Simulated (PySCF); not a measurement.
C3H9AlO, SMILES [AlH]([CH3])[O]CC. Geometry optimised at PBE-D3(BJ)/def2-SVP. The structure was generated by enumeration; whether it is a known compound was not checked. Other conformers were not sampled.

Computed equilibrium geometry at PBE-D3(BJ)/def2-SVP (PySCF confirms it by a frequency run) as Cartesian coordinates in Å (one conformer of several):
```xyz
14

Al    -0.0999    -0.1829     1.2251
H     -1.1773    -1.2908     1.6527
C      1.2522     0.5857     2.4080
H      1.8843     1.3312     1.8850
H      1.9184    -0.2027     2.8194
H      0.7818     1.0856     3.2816
O     -0.1407     0.3830    -0.4017
C     -0.9117     0.0675    -1.5385
C     -0.0629    -0.6029    -2.6131
H     -1.7757    -0.5930    -1.2783
H     -1.3477     1.0094    -1.9465
H      0.3415    -1.5704    -2.2498
H     -0.6615    -0.7999    -3.5262
H      0.7947     0.0432    -2.8891
```
